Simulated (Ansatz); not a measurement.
Consider the atomization: `OP[SiH2][SiH3]` → 7 H• + O• + P• + 2 Si•.

Computed with Ansatz on PBE0-D4/def2-TZVP structures; ΔE is electronic, products minus reactants. CCSD(T)/CBS is the MP2 limit (def2-TZVPP, def2-QZVPP) plus CCSD(T) − MP2 in def2-TZVPP, frozen cores. This one scheme is used for every species, atoms too. DFT in def2-TZVPP. B3LYP here is the variant with VWN-RPA as its local correlation; programs differ in this. Open shells (•) are unrestricted, without spin–orbit coupling. Spin–orbit coupling would lower the free atoms: a little for O, Si. One conformer a species, not always the lowest.

```csv
level,ΔE (kJ/mol)
PBE0-D4,3224.4
B3LYP-D4,3268.8
ωB97X-V,3306.4
B3LYP,3227.8
HF/def2-TZVPP,2329.4
SCS-MP2/def2-TZVPP,3185.6
CCSD/def2-TZVPP,3123.4
MP2/def2-QZVPP,3209.5
```

(1) What does CCSD(T)/CBS give? (Estimate.)

Largest T1 diagnostic among the species: 0.014.

## Answers

(1) Computed: +3269.4 kJ/mol. The listed levels differ from it by -45.0, -0.6, 37.0, -41.6, -940.0, -83.8, -146.0, -59.9 kJ/mol.

From PBE to PBE0 (25 % exact exchange), in def2-TZVPP and without D4, ΔE moves by −35.0 kJ/mol: exact exchange takes away binding that semilocal exchange gives to molecules. The D4 term adds +41.0 kJ/mol with B3LYP and +21.6 kJ/mol with PBE0; it sums over pairs of atoms, weighted by their polarisabilities, and B3LYP, whose exchange is more repulsive, gets the larger term.

For atomizations the MP2-based limit and the directly extrapolated one differ by several kJ/mol either way, and by 10 to 25 for some Ge, Se and Sn compounds, so smaller differences from it don't rank the levels.
